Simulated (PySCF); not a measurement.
**Structure from 2D NMR**

Compound of formula C₆H₁₅B. Correlations simulated from computed shifts and the bond graph:

HSQC (one-bond C–H):
| δH | δC |
| --- | --- |
| 1.23 | 21.8 |
| 0.97 | 9.6 |

COSY cross peaks (H two or three bonds apart, from the bond graph; peaks can be absent where the dihedral angle is near 90°):
| δH | δH |
| --- | --- |
| 1.23 | 0.97 |

HMBC (two and three bonds, from the bond graph):
| δH | δC |
| --- | --- |
| 1.23 | 21.8, 9.6 |
| 0.97 | 21.8 |

Computational details: PBE0/pcSseg-1 with gauge-including orbitals, geometry from PBE0-D3(BJ)/def2-SVP, in PySCF 2.14.0 with density-fitted response routines (non-relativistic, one computed conformer, one averaged value for each set of equivalent atoms, gas phase).

δ = σ(ref) − σ, references computed at the same level: $^{1}$H (31.27 ppm) and $^{13}$C (184.41 ppm) against TMS.

Exchangeable hydrogens are left out of these lists.

Problem. Which molecule is this?

Solution. triethylborane (CCB(CC)CC).

Mapped SMILES: `[CH3:1][CH2:2][B:3]([CH2:4][CH3:5])[CH2:6][CH3:7]`. Hydrogens are named by the atom that carries them.

1. δC 21.8 is C2/C4/C6, an sp3 CH2 bonded to B (δH 1.23).
2. δC 9.6 is C1/C5/C7, a methyl carbon (δH 0.97).
3. COSY links 1.23–0.97.

This is the structure that produced the data.

A carbon bonded to boron is broadened by the quadrupolar boron nucleus and is often missing from a measured spectrum. Shifts are as computed. Against solution values, carbons near 30 ppm lie about +2 ppm off and those near 130 ppm about +4 ppm. Of 246 compounds with measured shifts, 49 miss one by over three times the rms of a fit or turn the order of signals round; such compounds aren't used in these exercises.
